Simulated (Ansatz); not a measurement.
`OC([SiH3])S` + CH₃NH₂ → `CNC([SiH3])S` + H₂O  (substitution at a C–O bond)

Program: Ansatz. Geometries: PBE0-D4/def2-TZVP. ΔE: electronic, gas phase. CBS: MP2 limit from def2 TZ/QZ plus the TZ coupled-cluster correction, frozen cores. This one scheme is used for every species. DFT in def2-TZVPP. B3LYP here is the variant with VWN-RPA as its local correlation; programs differ in this. One conformer a species, not always the lowest.

```tsv
level	ΔE (kJ/mol)	difference from CCSD(T)/CBS
PBE-D4	-37.3	7.8
r2SCAN-D4	-35.9	9.2
PBE0-D4	-40.1	5.0
B3LYP-D4	-36.8	8.3
ωB97X-V	-35.9	9.2
ωB97M-V	-38.0	7.1
B2PLYP	-34.2	10.9
PBE	-30.2	14.9
r2SCAN	-33.7	11.4
PBE0	-33.7	11.4
B3LYP	-25.7	19.4
HF/def2-TZVPP	-24.9	20.2
MP2/def2-TZVPP	-50.1	-5.0
SCS-MP2/def2-TZVPP	-42.9	2.2
CCSD/def2-TZVPP	-40.3	4.8
CCSD(T)/def2-TZVPP	-42.8	2.3
HF/def2-QZVPP	-24.9	20.2
MP2/def2-QZVPP	-51.4	-6.3
SCS-MP2/def2-QZVPP	-44.2	0.9
HF/CBS(def2)	-24.9	20.2
MP2/CBS(def2)	-52.4	-7.3
CCSD/CBS(def2)	-42.6	2.5
CCSD(T)/CBS	-45.1	0
```

Largest T1 diagnostic among the species: 0.012.

In def2-TZVPP, CCSD(T) changes the Hartree–Fock value by −17.9 kJ/mol (the triples alone add −2.5 kJ/mol) and MP2 by −25.2 kJ/mol. From PBE to PBE0 (25 % exact exchange), in def2-TZVPP and without D4, ΔE moves by −3.5 kJ/mol.
